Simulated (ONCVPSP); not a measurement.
**hydrogen (H): variants of one ONCV potential**

Base potential:

```
Element                 : H
Generator               : ONCVPSP 4.0.1
Type                    : optimised norm-conserving Vanderbilt (ONCV)
Functional              : PBE
Relativity              : scalar-relativistic
Frozen core             : none
Valence charge          : 1
Reference configuration : 1s0.75 (charge +0.25)
Partial waves           : 1s: rc 1.05 bohr, ncon 5, nbas 8, qcut 5.9 1/bohr, 1 projector
Local potential         : polynomial inside 0.95 bohr (lpopt 3, dvloc0 1 Ha)
Core correction         : none
```

Cutoffs, loose and tight: the cutoffs (Ha) at which the residual kinetic energy of the hardest occupied pseudo-wave falls to 1 and 0.1 mHa per electron. They do not see the model core or the augmentation charge, which bear on the density cutoff. Test errors are all-electron minus pseudo excitation energies from the reference, over the configurations 1s1; 1s0.5. A dash means not determined; rows that change the core or the reference have their own tests.

| change | outcome | cutoff, loose | cutoff, tight | bound ghosts | GHOST(+) flags above zero | largest test error (meV) |
| --- | --- | --- | --- | --- | --- | --- |
| base | generated | 19 Ha | 107 Ha | none | none | +0.3 |
| s: nproj 2 | generated | 19 Ha | 107 Ha | none | none | +0.3 |

What comes out with this change to the base: s: qcut 3.6?

outcome: generated; cutoff, loose: 51 Ha; cutoff, tight: 129 Ha; bound ghosts: none; GHOST(+) flags above zero: none; largest test error (meV): +0.4.

What comes out with this change to the base: s: nbas 10?

outcome: generated; cutoff, loose: 17 Ha; cutoff, tight: 124 Ha; bound ghosts: none; GHOST(+) flags above zero: none; largest test error (meV): +0.4.

What comes out with this change to the base: s: qcut 7.2?

outcome: generated; cutoff, loose: 19 Ha; cutoff, tight: 43 Ha; bound ghosts: none; GHOST(+) flags above zero: none; largest test error (meV): +0.2.
